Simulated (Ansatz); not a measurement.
This geometry of Cl3GeH + FH (7 atoms, charge 0, multiplicity 1) is a first-order saddle point.

Method: RKS LDA/def2-SVP in Ansatz.

```xyz
7
Properties=species:S:1:pos:R:3
Ge -0.340 -0.027 -0.075
H 0.212 0.070 1.652
Cl 1.783 -0.128 -0.452
Cl -0.905 1.751 -1.082
Cl -1.034 -1.863 -0.877
F -1.849 0.092 1.136
H -0.753 0.104 1.762
```

Question: Which two structures does it join? (They come from a converged band through this point; their orientation in space is the band's.)

Answer: Bonds broken: Ge1–H2, F6–H7. Bonds formed: Ge1–F6, H2–H7. Cl3GeH + FH becomes Cl3FGe + H2.

First end point:

```xyz
7
Properties=species:S:1:pos:R:3
Ge 0.231 0.145 0.058
H 0.557 0.340 1.536
Cl 2.030 -0.226 -1.027
Cl -0.733 1.774 -0.895
Cl -0.960 -1.645 -0.287
F -1.951 0.206 1.594
H -2.061 -0.595 1.086
```

Last end point:

```xyz
7
Properties=species:S:1:pos:R:3
Ge -0.584 -0.009 -0.719
H 0.201 0.016 3.219
Cl 1.457 -0.154 -0.219
Cl -0.980 1.747 -1.815
Cl -1.246 -1.729 -1.740
F -1.471 0.091 0.750
H -0.263 0.038 2.588
```

Question: How far does it lie above each of them?

Answer: 1.31 eV above the first and 1.38 eV above the second. This is the barrier of this one path; another mechanism may lie lower. The orbitals stay closed-shell, which can raise the energy where a bond breaks towards radicals; this wasn't checked here.

Time of the run: 64 s on 2 threads of Arm Neoverse V1, on a shared host, peak memory 0.16 GiB.
